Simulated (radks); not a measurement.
The mean radii <r> (bohr) of the occupied orbitals of an atom or ion are listed with their occupations. Method: Dirac Kohn-Sham, PBE, spin-unpolarised, spherical densities, finite nucleus; Fermi nuclear charge, rms radius of each element as measured or else 0.836 A^(1/3) + 0.57 fm; computed with a radial shooting solver on a logarithmic mesh with Libxc functionals.

orbital  occ.      <r>
1s1/2       2  0.01606
2s1/2       2  0.06692
2p1/2       2  0.05488
2p3/2       4  0.06380
3s1/2       2   0.1740
3p1/2       2   0.1644
3p3/2       4   0.1807
3d3/2       4   0.1570
3d5/2       6   0.1619
4s1/2       2   0.3842
4p1/2       2   0.3853
4p3/2       4   0.4198
4d3/2       4   0.4246
4d5/2       6   0.4356
5s1/2       2   0.8546
4f5/2       6   0.4508
4f7/2       8   0.4571
5p1/2       2   0.9130
5p3/2       4    1.005
5d3/2       4    1.275
5d5/2       6    1.323
6s1/2       2    2.256
6p1/2       1    2.786

Name the element and its charge. Open shells, if any, fill j = l - 1/2 first.

Answer. Z = 82, lead, charge +1: Pb+ in [Hg] 6p1. The 1s radius gives Z: for a bare nucleus <r> = (2 gamma + 1)/(2Z) with gamma = sqrt(1 - (Z/c)^2), 0.01587 bohr for Z = 82, and screening makes it slightly larger (0.01606 here). The occupations add up to 81, and the charge is Z minus that.
